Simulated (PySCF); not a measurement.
Vertical excitations of a molecule C4H3ClF2 from TDA-B3LYP/def2-SVPD (PySCF), as energy in eV (oscillator strength): 4.85 (0.000), 5.57 (0.000), 6.15 (0.002), 6.46 (0.000), 6.90 (0.041), 6.92 (0.024), 7.11 (0.000), 7.19 (0.584), 7.66 (0.005), 7.68 (0.022). Lowest triplet (TDA): 4.06 eV. The structure is a stationary point at B3LYP-D3(BJ)/def2-SVP. Other conformers were not sampled.

Which structure fits?
A) CC(Cl)=C=C(F)F
B) FC(F)=C=CCCl
C) F/C=C\C(F)=C/Cl
D) FC(F)=C/C=C\Cl

A, CC(Cl)=C=C(F)F
